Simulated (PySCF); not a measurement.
**Cd: interval between two levels**

Cd [Kr] 4d10 5s2 → Cd [Kr] 4d9 5s2 6s1 [3D3, M_J = 3], as a difference of total energies. Calculation: PySCF 2.14, in x2c-TZVPall-2c with one added diffuse shell each of s, p, d type (9s10p8d1f, 86 functions); the two-component X2C-1e Hamiltonian. Correlated levels: [Ar] 3d10 frozen; the 6 highest virtual spinors dropped. "Screened" scales the spin-orbit matrix elements by Boettger's factors to mimic the two-electron term; Breit and QED terms are absent.

```json
{"method": "GHF (spin-free)", "interval between two levels (cm⁻¹)": "112100"}
{"method": "GMP2 (spin-free)", "interval between two levels (cm⁻¹)": "118910"}
{"method": "GHF (screened spin-orbit)", "interval between two levels (cm⁻¹)": "109760"}
{"method": "GMP2 (screened spin-orbit)", "interval between two levels (cm⁻¹)": "116480"}
```

The labels give the starting determinants; with spin-orbit coupling the two ends relaxed to ⟨J²⟩ = 0.00, ⟨L²⟩ = 0.02, ⟨S²⟩ = 0.02 and ⟨J²⟩ = 12.01, ⟨L²⟩ = 6.02, ⟨S²⟩ = 2.02.

The promoted electron is Rydberg-like, and one or two diffuse shells describe it only roughly, which tends to raise the upper state.
